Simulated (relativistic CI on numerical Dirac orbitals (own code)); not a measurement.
Mn4+ in a cubic cluster: 3s photoemission with charge transfer

Computed with a charge-transfer multiplet model of a cubic metal-ligand cluster with up to 2 ligand holes, Slater and spin-orbit integrals from Dirac-Coulomb-Breit ions, Slater integrals scaled by 0.7. The ground state mixes d3 with configurations of k ligand holes L, whose averages lie at kΔ + k(k − 1)U_dd/2; a core hole lowers each added d electron by U_cd. 300 K, Lorentzian 1.4 eV and Gaussian 0.8 eV FWHM.

Atomic integrals in eV (Slater integrals scaled, ζ unscaled), ground: F2dd 8.643, F4dd 5.438, zeta_d 0.050; with the core hole: F2dd 9.291, F4dd 5.873, zeta_d 0.058, G2cd 9.018.

Cluster parameters (eV): Δ = -0.2, U_cd = 7, 10Dq = 1.75, 10Dq(ligand) = 1.5, V(eg) = 3.75, V(t2g) = -1.73, final-state hopping factor = 1.

| Case | n_d | d3 | d4L | d5L2 | S |
| --- | --- | --- | --- | --- | --- |
| U_dd = 3.5 eV | 4.01 | 0.23 | 0.54 | 0.24 | 1.50 |
| U_dd = 4.2 eV | 3.99 | 0.23 | 0.54 | 0.22 | 1.50 |
| U_dd = 5.6 eV | 3.95 | 0.25 | 0.55 | 0.20 | 1.50 |

Weights, n_d and S are thermal averages at 300 K. Binding energies count from the first peak over 30 % of the highest in each spectrum, which can be another peak from case to case. The parameters are a model scan and need not match a compound or its usual spin state. Peaks in eV (height, largest 100):
- U_dd = 3.5 eV: 0.0 (100), 6.1 (34), 9.0 (41), 16.7 (9), 24.5 (6)
- U_dd = 4.2 eV: 0.0 (100), 6.2 (36), 9.0 (38), 16.7 (8), 24.4 (6)
- U_dd = 5.6 eV: 0.0 (100), 6.3 (38), 9.1 (34), 16.7 (8), 24.3 (6)

Curve for U_dd = 3.5 eV (points under 2 left out, the grid thinned):

```tsv
E (eV)	Intensity
-3.2	6.0
-2.6	8.9
-1.9	15.9
-1.3	30.8
-0.7	64.8
-0.1	99.3
0.6	69.5
1.2	33.8
1.8	18.1
2.5	11.2
3.1	9.2
3.7	9.4
4.4	13.2
5.0	21.6
5.6	30.8
6.2	34.3
6.9	30.4
7.5	28.8
8.1	29.2
8.8	39.1
9.4	35.9
10.0	20.5
10.6	11.3
11.3	7.3
11.9	6.2
12.5	5.4
13.2	4.2
13.8	3.2
14.4	2.8
15.1	3.1
15.7	4.6
16.3	7.5
16.9	8.5
17.6	5.4
18.2	3.3
18.8	2.4
19.5	2.1
20.1	2.3
20.7	2.3
22.8	2.2
23.4	3.1
24.0	5.0
24.6	6.3
25.3	4.0
25.9	2.1
```

For the case U_dd = 5.6 eV, Δ = -0.2 eV is smaller than U_dd = 5.6 eV, the charge-transfer side of the Zaanen-Sawatzky-Allen scheme (negative Δ: between configuration averages a ligand hole costs less than the nominal valence; multiplet and field energies can change this for the lowest states). With the core hole the average of the configuration with one ligand hole lies at Δ − U_cd = -7.2 eV before mixing: the effective hopping of about 7.3 eV (from the holes of the mixed ground state) is comparable with this gap or larger, so the configurations mix strongly.

With at most 2 ligand holes the space is cut while the next configuration still counts, so covalency is underestimated, and a final configuration with one more ligand hole, which can lie low, is missing from the spectra.

Without intra-shell correlation the exchange splitting of the 3s hole comes out too large.
